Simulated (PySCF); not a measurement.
Mapped SMILES: `[SiH3:1][CH2:2][c:3]1[cH:4][n:5][s:6][cH:7]1`. Hydrogens are named by the atom that carries them.

Geometry: GFN2-xTB; GIAO absolute shieldings from PySCF 2.14.0 with density-fitted response routines, gas phase, non-relativistic, averaged over equivalent atoms.

At PBE0/pcSseg-1 (168 basis functions, 28 s wall time on 1 thread of an Arm Neoverse V1, shared host):
```csv
atoms,σ (ppm)
Si1,412.3
C4,26.1
C7,35.8
C3,46.5
C2,175.4
N5,-84.1
S6,108.3
H(C4),23.39
H(C7),23.72
H(Si1),27.78
H(C2),29.19
```

**Question.** What do these become at X3LYP/pcSseg-1?

**Answer.** 
```json
{"atoms": "Si1", "σ at X3LYP/pcSseg-1": "401.4", "change": "-10.9"}
{"atoms": "C4", "σ at X3LYP/pcSseg-1": "20.7", "change": "-5.4"}
{"atoms": "C7", "σ at X3LYP/pcSseg-1": "29.9", "change": "-5.9"}
{"atoms": "C3", "σ at X3LYP/pcSseg-1": "40.0", "change": "-6.5"}
{"atoms": "C2", "σ at X3LYP/pcSseg-1": "169.8", "change": "-5.6"}
{"atoms": "N5", "σ at X3LYP/pcSseg-1": "-93.6", "change": "-9.5"}
{"atoms": "S6", "σ at X3LYP/pcSseg-1": "82.8", "change": "-25.5"}
{"atoms": "H(C4)", "σ at X3LYP/pcSseg-1": "23.59", "change": "+0.20"}
{"atoms": "H(C7)", "σ at X3LYP/pcSseg-1": "23.92", "change": "+0.20"}
{"atoms": "H(Si1)", "σ at X3LYP/pcSseg-1": "27.96", "change": "+0.18"}
{"atoms": "H(C2)", "σ at X3LYP/pcSseg-1": "29.33", "change": "+0.14"}
```

The largest change is at S6 (aromatic ring sulfur). Cost: 168 basis functions, 21 s wall time on 1 thread of an Arm Neoverse V1, shared host. The order of the carbon signals is the same at both levels.
